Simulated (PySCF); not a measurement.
Compound: C₆H₆N (doublet state).
Structure used (GFN2-xTB), in Å, numbered top down from 1:
```xyz
13
C6H6N angstrom
C      2.5822   -1.1200   -0.1292
C      1.6458   -0.3757    0.0635
C      0.5754    0.4643    0.2903
C      0.7354    1.8245    0.0890
N      0.8431    2.9643   -0.0670
C     -0.7663   -0.0714    0.6794
C     -1.6162   -0.3447   -0.5688
H      3.3936   -1.7620   -0.3022
H     -1.2811    0.6590    1.3085
H     -0.6379   -1.0003    1.2398
H     -1.7549    0.5694   -1.1420
H     -2.5918   -0.7236   -0.2749
H     -1.1318   -1.0832   -1.2040
```

The hyperfine couplings belong to this conformer and change with its torsions.

Identity: `[CH]=C=C(C#N)CC` [radical].

Level of theory: PySCF, UKS B3LYP, pcH-1 on C H N, non-relativistic, mean-field spin-orbit, GIAO. Geometry: GFN2-xTB, one conformer, isolated molecule. The geometry wasn't refined by DFT: couplings that depend on bond lengths, twists or pyramidal angles can differ widely from those at the functional's own minimum. No stability test was run, so a lower SCF solution isn't excluded.

The largest Mulliken spin populations are on C3 (+0.65), C1 (+0.45), N5 (+0.29) and C2 (-0.22). Three atoms exceed +0.15. The angles at C3 add up to 359.9°, so it is planar.

**Question.** How do the β-proton couplings of this frozen conformer go with θ, the angle between the C–H bond and the normal to the plane of the spin centre's three neighbours, both seen down the bond from centre to carbon?

**Answer.** 
| β H | on | centre | θ (°) | cos²θ | a (G) |
| --- | --- | --- | --- | --- | --- |
| H9 | C6 | C3 | 58 | 0.28 | +8.85 |
| H10 | C6 | C3 | 62 | 0.23 | +6.71 |

Couplings in gauss use g_iso = 2.0029.

The SMILES draws the unpaired electron on C1; the largest computed Mulliken spin population is on C3 (0.65 against 0.45).
